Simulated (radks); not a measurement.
Results of a calculation; reference values are marked as such.
Charge is removed step by step from the 4p3/2 level of neutral rubidium, starting from [Ar] 3d10 4s2 4p(1/2: 2, 3/2: 4) 5s1. Code: a radial shooting solver on a logarithmic mesh with Libxc functionals. Model: Dirac Kohn-Sham, PBEsol, spin-unpolarised, spherical densities, finite nucleus; Fermi nuclear charge, rms radius 4.2036 fm.

removed (e)  E - E(0) (eV)  eigenvalue (eV)  E minus straight line (eV)
0                    0.000          -15.690                       0.000
0.25                 4.229          -18.163                      -0.981
0.5                  9.092          -20.766                      -1.326
0.75                14.620          -23.474                      -1.007
1                   20.837          -26.273                       0.000

Removing the whole electron costs 20.837 eV by Delta-SCF, against 15.690 eV from minus the eigenvalue at the starting occupation. Slater's transition state (half an electron removed) gives 20.766 eV. Integrating minus the eigenvalue over the occupation (Janak's theorem) gives 20.837 eV. The mean slope of the eigenvalue, de/dn, is 10.6 eV per electron.
